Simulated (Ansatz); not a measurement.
GeEtH3 (C₂H₈Ge). Charge 0, multiplicity 1. Geometry relaxed at B3LYP-D4/def2-SVP.

```xyz
11

Ge    0.995   -1.156    0.009
C     0.186    0.600   -0.395
C    -1.182    0.809    0.264
H     0.109    0.685   -1.492
H     0.900    1.376   -0.072
H    -1.600    1.801    0.022
H    -1.912    0.054   -0.070
H    -1.119    0.739    1.362
H     0.033   -2.291   -0.413
H     1.257   -1.283    1.528
H     2.334   -1.335   -0.742
```

Estimate the harmonic wavenumbers at RKS B3LYP-D4/def2-SVP (Ansatz, unscaled). Is this a minimum?

119, 221, 227, 489, 514, 611, 741, 839, 888, 891, 977, 984, 1050, 1245, 1250, 1400, 1441, 1474, 1477, 2114, 2115, 2120, 3020, 3041, 3085, 3094, 3106 cm⁻¹. Yes, no mode is imaginary beyond noise. Zero-point energy 230.5 kJ/mol. It took 2 min on 4 threads of Intel Xeon on a shared host.
